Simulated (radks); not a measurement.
Question: The mercury ion Hg4+ is in [Xe] 4f14 5d(3/2: 4, 5/2: 4). Calculated with a radial shooting solver on a logarithmic mesh with Libxc functionals: Dirac Kohn-Sham, PBE, spin-unpolarised, spherical densities, finite nucleus; Fermi nuclear charge, rms radius of each element as measured or else 0.836 A^(1/3) + 0.57 fm. Sub-shells are occupied by j as written (lower j first in brackets). One electron is removed from 5p1/2, 5d3/2, 5p3/2, 5d5/2 in turn, with full relaxation. Which removal costs least, and what does each cost?

Answer: 5d5/2 63.850 eV; 5d3/2 66.227 eV; 5p3/2 120.26 eV; 5p1/2 139.44 eV. The 5d5/2 electron leaves first.
